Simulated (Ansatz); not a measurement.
C$_{3}$H$_{11}$NO$_{3}$Ti (`CC(C)[NH][Ti]([OH])([OH])[OH]`). Total charge 0; spin multiplicity 1. Geometry: relaxed with PBE0-D4/def2-TZVP. It is one conformer, not always the lowest.

```xyz
19

C     1.543   -0.339    0.708
C     0.235   -1.108    0.645
C     0.375   -2.361   -0.210
N    -0.828   -0.260    0.140
Ti   -0.950    1.545   -0.368
O    -2.722    1.870   -0.495
O    -0.153    1.801   -1.975
O    -0.126    2.611    0.842
H     2.340   -0.973    1.101
H     1.840   -0.005   -0.292
H     1.450    0.539    1.349
H    -0.015   -1.424    1.669
H     1.142   -3.027    0.195
H     0.654   -2.093   -1.233
H    -0.566   -2.917   -0.251
H    -1.704   -0.766    0.060
H    -3.293    2.450    0.009
H     0.241    1.173   -2.579
H     0.537    3.283    0.682
```

(1) What is the dipole moment at B3LYP/def2-TZVPP? (An estimate is asked.)

(2) And with PBE, r2SCAN, ωB97M-V? (Best estimate.)

(3) Give the Mulliken charges with B3LYP, r2SCAN, ωB97M-V in def2-TZVPP. (Best estimate.)

Answers

(1) Ansatz gave: 1.32 D, with components (0.79, -0.95, 0.47) D in this frame, pointing from negative to positive charge.

(2) Ansatz gave: PBE 1.25 D, r2SCAN 1.29 D, ωB97M-V 1.25 D.

(3) Ansatz gave: 
| atom | B3LYP | r2SCAN | ωB97M-V |
| --- | --- | --- | --- |
| C1 | -0.24 | -0.15 | -0.32 |
| C2 | 0.10 | 0.17 | 0.01 |
| C3 | -0.24 | -0.14 | -0.29 |
| N4 | -0.38 | -0.40 | -0.33 |
| Ti5 | 0.99 | 0.97 | 0.91 |
| O6 | -0.47 | -0.48 | -0.44 |
| O7 | -0.48 | -0.48 | -0.44 |
| O8 | -0.48 | -0.49 | -0.45 |
| H9 | 0.08 | 0.04 | 0.11 |
| H10 | 0.07 | 0.04 | 0.11 |
| H11 | 0.09 | 0.06 | 0.12 |
| H12 | 0.05 | 0.01 | 0.09 |
| H13 | 0.07 | 0.04 | 0.10 |
| H14 | 0.07 | 0.04 | 0.10 |
| H15 | 0.07 | 0.04 | 0.10 |
| H16 | 0.12 | 0.13 | 0.10 |
| H17 | 0.19 | 0.20 | 0.17 |
| H18 | 0.18 | 0.20 | 0.17 |
| H19 | 0.19 | 0.21 | 0.18 |

B3LYP here is the variant with VWN-RPA as its local correlation; programs differ in this.
